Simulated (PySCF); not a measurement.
## Magnetisability: (KCl)4 ring

Cartesian coordinates in Å; atom numbers follow the order of the lines, from 1:
```xyz
8

K    -0.2625   -2.7090    1.8825
Cl    0.6613   -0.7669    3.4994
K     1.1823    1.7800    2.8079
Cl    1.0597    3.3273    0.6117
K     0.2624    2.7200   -1.8860
Cl   -0.6719    0.7663   -3.4813
K    -1.1846   -1.7898   -2.8181
Cl   -1.0467   -3.3278   -0.6162
```

Computed, not measured: GIAO BP86/def2-SVP (def2-TZVP on K) magnetisability, rotational g tensor and spin-rotation constants, non-relativistic, gas phase (PySCF). Geometry: GFN2-xTB.

**Question.** What are the magnetisability and the molar susceptibility?

**Answer.** Isotropic -2594 × 10⁻³⁰ J/T², or -156.2 × 10⁻⁶ cm³/mol; principal values -2735, -2710, -2336 × 10⁻³⁰ J/T², anisotropy 387 × 10⁻³⁰ J/T² (root of half the summed squared differences of the principal values). The susceptibility is in cgs units.

**Question.** Split it along the inertial axes a, b, c into diamagnetic and paramagnetic parts about the centre of mass, with the quadrupole moment.

**Answer.** 
```csv
axis,χ (10⁻⁶ cm³/mol),diamagnetic (10⁻⁶ cm³/mol),paramagnetic (10⁻⁶ cm³/mol),summed x² of all electrons (Å²),quadrupole Θ (D Å)
a,-164.7,-3755.2,3590.5,947.4,+2.91
b,-163.2,-4108.0,3944.8,864.2,-5.16
c,-140.7,-7685.6,7544.9,20.9,+2.25
```
Anisotropies 2χaa − χbb − χcc = -25.5 and 2χbb − χaa − χcc = -21.0 × 10⁻⁶ cm³/mol. Θ is traceless in Buckingham's convention.

**Question.** And the rotational g tensor?

**Answer.** 
| axis | rotational constant (GHz) | g | nuclear part | electronic part |
| --- | --- | --- | --- | --- |
| a | 0.2921 | -0.0024 | 0.4904 | -0.4928 |
| b | 0.2656 | -0.0017 | 0.4904 | -0.4922 |
| c | 0.1391 | -0.0027 | 0.4904 | -0.4931 |

Asymmetric top; isotopes 35Cl, 39K; no vibrational averaging.
